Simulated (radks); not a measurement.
Valence configurations of the beryllium ion Be+ (all share [He]). All-electron calculation, Dirac Kohn-Sham, PBE, spin-unpolarised, spherical densities, finite nucleus; open shells fill j = l - 1/2 first; Fermi nuclear charge, rms radius 2.519 fm. Program: a radial shooting solver on a logarithmic mesh with Libxc functionals. Energies are relative to 2s1; eigenvalues in eV.

| valence | E (eV) | e(2p1/2) | e(2s1/2) |
|---|---|---|---|
| 2s1 | 0.000 | - | -13.700 |
| 2s0.5 2p0.5 | 1.958 | -9.818 | -13.726 |
| 2p1 | 3.908 | -9.855 | - |

NIST lists [He] 2s1 as the ground configuration; this level of theory agrees among the configurations tried. The energies are those of spherical spin-averaged densities, not of single terms.
